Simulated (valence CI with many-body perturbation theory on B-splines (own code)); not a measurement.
N: calculation against measured levels

Calculated by valence CI with perturbative core correlation (CI+MBPT): five valence electrons over a frozen Dirac-Fock core [He], a basis of 9 s, 9 p, 8 d, 6 f, 3 g, 1 h functions for each j, with the one-electron correlation potential Σ1, the two-electron term Σ2, the three-electron term Σ3, Breit, model QED; selected CI, second order for the rest, scaled by the run's own slope (own B-spline code, finite nucleus).

Set against measurement, 40 paired levels are off by 83 cm⁻¹ on average, the worst by 191. These come from a selection out of the NIST Handbook of Basic Atomic Spectroscopic Data. Levels without a partner in it may be off by more. Among the levels kept, up to 2300 cm⁻¹ of a level comes from second order outside the variational space, and about a tenth of that is noise between levels of different J, which matters for small intervals.

Measured levels: NIST Handbook of Basic Atomic Spectroscopic Data (Sansonetti and Martin, J. Phys. Chem. Ref. Data 34, 1559 (2005)). Pairs share parity and J, and are chosen by configuration, term and nearness in energy; levels without a clear partner are left out. Energies in cm⁻¹ above the measured ground level. The last column is blank where CI alone has no clear partner.

Names give the largest LS component (configuration and term), which can be under half, so a name can repeat, a term be missing and a line seem to break the LS rules; names also repeat where a configuration has a term twice.

```csv
Computed label,Label in the source,Measured,Computed,Difference,"CI alone, difference"
2s2 2p3 4S°_3/2,2s2 2p3 4S°,0,0.0,0,0
2s2 2p3 2D°_5/2,2s2 2p3 2D°,19224.5,19366.0,+142,+91
2s2 2p3 2D°_3/2,2s2 2p3 2D°,19233.2,19378.4,+145,+88
2s2 2p3 2P°_1/2,2s2 2p3 2P°,28838.9,29029.8,+191,+59
2s2 2p3 2P°_3/2,2s2 2p3 2P°,28839.3,29028.2,+189,+62
2s2 2p2 3s 4P_1/2,2s2 2p2(3P) 3s 4P,83284.1,83186.4,-98,-318
2s2 2p2 3s 4P_3/2,2s2 2p2(3P) 3s 4P,83317.8,83230.8,-87,-298
2s2 2p2 3s 4P_5/2,2s2 2p2(3P) 3s 4P,83364.6,83277.3,-87,-281
2s2 2p2 3s 2P_1/2,2s2 2p2(3P) 3s 2P,86137.4,86051.4,-86,-350
2s2 2p2 3s 2P_3/2,2s2 2p2(3P) 3s 2P,86220.5,86140.3,-80,-332
2s 2p4 4P_5/2,2s 2p4 4P,88107.3,88229.2,+122,+398
2s 2p4 4P_3/2,2s 2p4 4P,88151.2,88261.6,+110,+379
2s 2p4 4P_1/2,2s 2p4 4P,88170.6,88224.4,+54,+356
2s2 2p2 3p 2S°_1/2,2s2 2p2(3P) 3p 2S°,93581.6,93513.5,-68,-306
2s2 2p2 3p 4D°_1/2,2s2 2p2(3P) 3p 4D°,94770.9,94689.5,-81,-334
2s2 2p2 3p 4D°_3/2,2s2 2p2(3P) 3p 4D°,94793.5,94723.6,-70,-323
2s2 2p2 3p 4D°_5/2,2s2 2p2(3P) 3p 4D°,94830.9,94760.4,-71,-320
2s2 2p2 3p 4D°_7/2,2s2 2p2(3P) 3p 4D°,94881.8,94794.6,-87,-319
2s2 2p2 3p 4P°_1/2,2s2 2p2(3P) 3p 4P°,95475.3,95382.3,-93,-340
2s2 2p2 3p 4P°_3/2,2s2 2p2(3P) 3p 4P°,95493.7,95411.4,-82,-327
2s2 2p2 3p 4P°_5/2,2s2 2p2(3P) 3p 4P°,95532.1,95447.5,-85,
2s2 2p2 3p 4S°_3/2,2s2 2p2(3P) 3p 4S°,96750.8,96673.5,-77,
2s2 2p2 3p 2D°_3/2,2s2 2p2(3P) 3p 2D°,96787.7,96734.8,-53,
2s2 2p2 3p 2D°_5/2,2s2 2p2(3P) 3p 2D°,96864.1,96811.1,-53,-293
2s2 2p2 3p 2P°_1/2,2s2 2p2(3P) 3p 2P°,97770.2,97728.0,-42,-289
2s2 2p2 3p 2P°_3/2,2s2 2p2(3P) 3p 2P°,97805.8,97773.0,-33,-278
2s2 2p2 3s 2D_5/2,2s2 2p2(1D) 3s 2D,99663.4,99712.4,+49,-280
2s2 2p2 3s 2D_3/2,2s2 2p2(1D) 3s 2D,99663.9,99722.0,+58,-272
2s2 2p2 4s 4P_1/2,2s2 2p2(3P) 4s 4P,103622.5,103507.0,-116,-380
2s2 2p2 4s 4P_3/2,2s2 2p2(3P) 4s 4P,103667.2,103587.0,-80,-348
2s2 2p2 4s 4P_5/2,2s2 2p2(3P) 4s 4P,103735.5,103666.0,-70,-321
2s2 2p2 4s 2P_1/2,2s2 2p2(3P) 4s 2P,104144.8,104042.9,-102,-358
2s2 2p2 4s 2P_3/2,2s2 2p2(3P) 4s 2P,104221.6,104156.6,-65,-308
2s2 2p2 3d 2P_3/2,2s2 2p2(3P) 3d 2P,104615.5,104574.6,-41,
2s2 2p2 3d 2P_1/2,2s2 2p2(3P) 3d 2P,104654.0,104580.6,-73,
2s2 2p2 3d 4F_3/2,2s2 2p2(3P) 3d 4F,104664.1,104629.1,-35,
2s2 2p2 3d 4F_5/2,2s2 2p2(3P) 3d 4F,104683.1,104639.2,-44,
2s2 2p2 3d 4F_7/2,2s2 2p2(3P) 3d 4F,104716.9,104632.4,-85,
2s2 2p2 3d 4F_9/2,2s2 2p2(3P) 3d 4F,104765.8,104680.7,-85,-340
2s2 2p2 3d 2F_5/2,2s2 2p2(3P) 3d 2F,104810.4,104761.2,-49,
2s2 2p2 3d 2F_7/2,2s2 2p2(3P) 3d 2F,104881.4,104795.1,-86,-340
```

Over 40 excited levels the mean absolute difference is 83 cm⁻¹, the median 81 and the largest 191. For the 31 levels that pair on every rung the mean is CI alone 293, + Σ1 102, + Σ2 81, + Σ3 91, + Breit 93, + QED 90. The comparison draws on a selection of the measured levels: 41 of the 63 computed ones have a partner in it, and others may be off by more.

Rates against NIST Handbook of Basic Atomic Spectroscopic Data (Sansonetti and Martin, J. Phys. Chem. Ref. Data 34, 1559 (2005)):

```
λ vac, measured (nm)               Upper               Lower  A computed (s⁻¹)  A tabulated (s⁻¹)
              119.95   2s2 2p2 3s 4P_5/2     2s2 2p3 4S°_3/2          4.16e+08           4.07e+08
              120.02   2s2 2p2 3s 4P_3/2     2s2 2p3 4S°_3/2          4.11e+08           4.02e+08
              120.07   2s2 2p2 3s 4P_1/2     2s2 2p3 4S°_3/2          4.08e+08           4.00e+08
              149.26   2s2 2p2 3s 2P_3/2     2s2 2p3 2D°_5/2          3.14e+08           3.13e+08
              744.43  2s2 2p2 3p 4S°_3/2   2s2 2p2 3s 4P_3/2          1.14e+07           1.24e+07
              747.04  2s2 2p2 3p 4S°_3/2   2s2 2p2 3s 4P_5/2          1.87e+07           1.93e+07
              868.27  2s2 2p2 3p 4D°_7/2   2s2 2p2 3s 4P_5/2          2.43e+07           2.46e+07
              868.58  2s2 2p2 3p 4D°_5/2   2s2 2p2 3s 4P_3/2          1.82e+07           1.80e+07
             1247.30   2s2 2p2 3d 2F_7/2  2s2 2p2 3p 2D°_5/2          2.26e+07           2.28e+07
             1358.50  2s2 2p2 3p 2S°_1/2   2s2 2p2 3s 2P_3/2          6.12e+06           6.39e+06
```
